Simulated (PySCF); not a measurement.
2-fluoropent-1-en-3-yne (C₅H₅F), SMILES C=C(F)C#CC.

The structure is a stationary point at B3LYP-D3(BJ)/def2-SVP.

Two levels are set side by side: PBE/def2-TZVP (PySCF) and B3LYP/def2-TZVP (PySCF). Same geometry, gas phase. Differences are taken from unrounded values.

```csv
quantity,PBE
orbital gap (eV),4.13
highest occupied level (eV),-5.83
lowest empty level (eV),-1.70
dipole moment (D),2.25
mean polarisability (bohr³),66.0
```

Question: These are the PBE values. What does B3LYP give? (Estimate from the structure and the level; the computed values follow.)

Answer: 
| quantity | B3LYP | PBE minus B3LYP |
|---|---|---|
| orbital gap (eV) | 5.70 | -1.57 |
| highest occupied level (eV) | -6.72 | 0.89 |
| lowest empty level (eV) | -1.02 | -0.67 |
| dipole moment (D) | 2.30 | -0.05 |
| mean polarisability (bohr³) | 64.4 | 1.6 |

PBE's occupied levels lie high since its potential decays too fast outside the molecule; exact exchange lowers them and widens the gap. Differences between two approximate levels are no errors against the true value.

Rough cost on one machine, each run with all the roots and properties that it gave: B3LYP against PBE within a factor of 2.
